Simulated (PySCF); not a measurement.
Species: C3HN3Si.
SMILES with atom numbers: `[N:1]#[C:2][SiH:3]([C:4]#[N:5])[C:6]#[N:7]` (hydrogens: H8 on Si3)

The calculation used PBE0-D3(BJ)/def2-SVP geometry optimisation, gas phase (PySCF).

**Question.** Give the optimised bond lengths and angles.

**Answer.** 
| bond | length (Å) | order |
| --- | --- | --- |
| N1≡C2, C4≡N5, C6≡N7 | 1.159 | triple |
| C2–Si3, Si3–C4, Si3–C6 | 1.841 | single |
| Si3–H8 | 1.478 | single |

Bonds in one row agree within 0.01 Å and their mean is given. Orders are formal, as drawn. A selection of angles:
| angle | degrees |
| --- | --- |
| N1–C2–Si3 | 178.8 |
| C2–Si3–C4 | 107.9 |
| C2–Si3–H8 | 110.8 |

All 3 C–N bonds measure 1.159 Å. Si3 (SiH silicon) is tetrahedral (angles from 107.9° to 110.9°). All 3 C–Si bonds measure 1.841 to 1.842 Å.

Point group: C3v (tolerance 0.08 Å). Not checked by PBE0-D3(BJ)/def2-SVP frequencies.
